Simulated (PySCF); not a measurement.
## Computed properties of Sn(OH)2(PH2)2 (H6O2P2Sn), SMILES [OH][Sn]([OH])([PH2])[PH2]

Sn(OH)2(PH2)2 (H₆O₂P₂Sn), SMILES [PH2][Sn]([PH2])([OH])[OH]. Geometry: B3LYP-D3(BJ)/def2-SVP. The structure was generated by enumeration; whether it is a known compound was not checked. The def2 effective core potentials stand for the cores of Sn; spin–orbit coupling is left out. One conformer was computed; it need not be the lowest. All values are computed for the isolated molecule unless a solvent is named; none is compared with measurement here.

**Structure.** The optimised structure has C2 symmetry. All 27 harmonic modes at B3LYP-D3(BJ)/def2-SVP (PySCF) are real, so it is a minimum. With heavy atoms numbered as in [OH:1][Sn:2]([OH:3])([PH2:4])[PH2:5], the shortest bond between them is Sn2–O3 at 2.002 Å and the longest Sn2–P5 at 2.539 Å.

**Vibrations.** The strongest infrared lines (harmonic, unscaled, degenerate partners summed) lie at 832 cm⁻¹ (140 km/mol, H 92 %), 196 cm⁻¹ (115 km/mol, H 91 %, O 8 %), 2382 cm⁻¹ (89 km/mol, H 97 %). The softest mode is at 60 cm⁻¹ and the zero-point energy is 38.0 kcal/mol.

**Electronic structure.** M06-2X/def2-TZVP (PySCF) places the frontier levels at -8.24 and -0.64 eV, a gap of 7.60 eV, and gives a dipole moment of 1.57 D and a mean polarisability of 105.0 bohr³. PBE/def2-TZVP (PySCF) at the same geometry gives -6.31 and -2.39 eV, so its gap is 3.68 eV narrower. An orbital gap is neither the optical nor the fundamental gap.

**Excitations.** TDA-B3LYP/def2-SVPD (PySCF) has S1 at 5.17 eV (240 nm, f = 0.482, bright); the most intense of the 10 singlets computed lies at 5.17 eV (f = 0.48). T1 (TDA) is at 3.70 eV, 1.47 eV under S1. TDA-PBE/def2-SVPD (PySCF) puts S1 at 4.53 eV. No vertical singlet excitation falls in the visible range (under 3.1 eV).
